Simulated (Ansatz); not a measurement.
Computed with Ansatz on PBE0-D4/def2-TZVP structures; ΔE is electronic, products minus reactants. CCSD(T)/CBS is the MP2 limit (def2-TZVPP, def2-QZVPP) plus CCSD(T) − MP2 in def2-TZVPP, frozen cores. This one scheme is used for every species. Functionals use def2-TZVPP. B3LYP here is the variant with VWN-RPA as its local correlation; programs differ in this. Each species was taken in one conformer, which may not be the lowest.

`N[SiH](F)Cl` + HCl → `F[SiH](Cl)Cl` + NH₃  (ligand exchange at the Si–N bond)

Problem. Is it downhill or uphill in electronic energy at CCSD(T)/CBS, and by how much? (Best estimate.)

Solution. Computed: Downhill: ΔE = -27.5 kJ/mol.

Problem. What do these levels give: PBE0-D4, B3LYP-D4, PBE-QIDH, BLYP, HF/def2-QZVPP, MP2/CBS(def2)? (Best estimate.)

Solution. Ansatz gave: PBE0-D4 -29.8, B3LYP-D4 -26.7, PBE-QIDH -28.0, BLYP -28.6, HF/def2-QZVPP -23.0, MP2/CBS(def2) -30.6 kJ/mol.

Problem. What do rigid-rotor, harmonic-oscillator terms from PBE0-D4/def2-TZVP frequencies (298.15 K, 1 bar) make of the CCSD(T)/CBS value? (An estimate is asked.)

Solution. The calculation gave: ΔZPE = +9.0 kJ/mol, ΔH = -19.4 kJ/mol, ΔS = 0 J/(mol·K), ΔG = -19.4 kJ/mol.

Largest T1 diagnostic among the species: 0.010.

Leaving LDA and LC-ωPBE aside and taking each functional with its dispersion term where it has one, the values, not all of them listed here, spread over 10.3 kJ/mol, from revPBE-D4 to CAM-B3LYP-D4. LDA lies +9.4 kJ/mol from PBE without D4. At CCSD(T), def2-SVP lies +4.4 kJ/mol from the extrapolated value and def2-TZVPP +2.8 kJ/mol. From BLYP to BHLYP (50 % exact exchange), in def2-TZVPP and without D4, ΔE moves by +4.7 kJ/mol.
